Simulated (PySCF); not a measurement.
Correlation energy of Mg²⁺ (magnesium, charge +2)

[Ne], closed-shell 1S. Computed with PySCF 2.14 in dyall-acv3z (20s13p7d4f, 122 functions), with scalar relativity by spin-free X2C-1e. Frozen: 1s2; 8 electrons correlated; the 23 highest virtual orbitals of each spin left out.

MP2 pair energies summed by pair of shells (mhartree):

```
 pair   energy  share (%)
2p-2p  -194.18       71.4
2s-2p   -67.46       24.8
2s-2s   -10.25        3.8
```

Total MP2 correlation energy: -271.89 mhartree.

Same-spin part -69.55 and opposite-spin part -202.34 mhartree; SCS-MP2 scales them by 1/3 and 6/5 to -265.99 mhartree.
